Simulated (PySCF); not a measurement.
The vertical singlet excitations below were computed for one of the candidates. Level of theory: PySCF 2.14.0, density-fitted response routines, TDDFT CAM-B3LYP/def2-SVPD, vertical, gas phase, core orbitals frozen in the response. Geometries: GFN2-xTB, one conformer each.

```csv
state,E (eV),λ (nm),f
S1,7.50,165.3,0.042
S2,7.53,164.6,0.0073
S3,7.65,162.1,0.0082
S4,7.72,160.6,0.013
S5,7.87,157.5,0.011
S6,7.99,155.2,0.0026
S7,8.00,154.9,0.0014
S8,8.08,153.4,0.041
```

Triplets computed (Tamm–Dancoff): 6.35, 6.92, 6.96 eV.

**Question.** Which candidate is it?
A. `C(#N)C[P@@H](C)=O`
B. `Cn1cccn1`
C. `CC1=CCP(P)C1`

**Answer.** A. Its S1, at 7.50 eV, is the highest among the candidates; the nearest of the others has S1 at 6.65 eV. S1 is HOMO→LUMO+1 (52%), HOMO→LUMO+2 (8%). Löwdin shares by element: HOMO oxygen 59%, carbon 16% or more, phosphorus 13%; LUMO carbon 40% or more, hydrogen 21% or more (atoms not listed hold the other 39%). At the same level the other candidates give, for their lowest levels:
- `Cn1cccn1`: 6.65 eV (f 0.122); 6.93 eV (f 0.079); 6.94 eV (f 0.004); 6.98 eV (f 0.032); 7.07 eV (f 0.012); T1 4.72 eV; HOMO -8.43, LUMO 1.34 eV
- `CC1=CCP(P)C1`: 5.56 eV (f 0.143); 5.73 eV (f 0.011); 6.12 eV (f 0.014); 6.20 eV (f 0.051); 6.43 eV (f 0.022); T1 4.33 eV; HOMO -7.49, LUMO 1.06 eV

Shape of the structure used: `[CH3:1][P@@H:2](=[O:3])[CH2:4][C:5]#[N:6]`: C1–P2–C4–C5 53°.
